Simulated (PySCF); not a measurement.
Bonds (- single, = double, # triple, : aromatic): C1-C2, C2-C3, C3-S4, S4-C5, S4=O6, S4=O7. C1 carries H8, H9, H10; C2 carries H11, H12; C3 carries H13, H14; C5 carries H15, H16, H17.

GIAO shifts from PySCF on PBE0-D3(BJ)/def2-TZVP geometries (one conformer, non-relativistic, equivalent nuclei averaged), against TMS at the same level and in the same medium; PCM means IEF-PCM chloroform.

Measured (solution, not stated per compound (mostly CDCl3 or CCl4); Pretsch, Buehlmann, Badertscher, Structure Determination of Organic Compounds, 4th ed. (2009)): C3 56.3, C2 16.3, C1 13.0 ppm.

Problem. Which unscaled values do B97-2/pcSseg-2, gas; WP04/pcSseg-2, PCM; wB97X-D/pcSseg-2, PCM give, and how close are they?

Solution. 
```tsv
atoms	measured	B97-2/pcSseg-2, gas	WP04/pcSseg-2, PCM	wB97X-D/pcSseg-2, PCM
C3	56.3	58.2	61.6	60.8
C2	16.3	20.0	23.0	19.4
C1	13.0	15.8	17.4	15.9
```

Mean absolute error for 13C: B97-2/pcSseg-2, gas 2.8, WP04/pcSseg-2, PCM 5.5, wB97X-D/pcSseg-2, PCM 3.5 ppm.
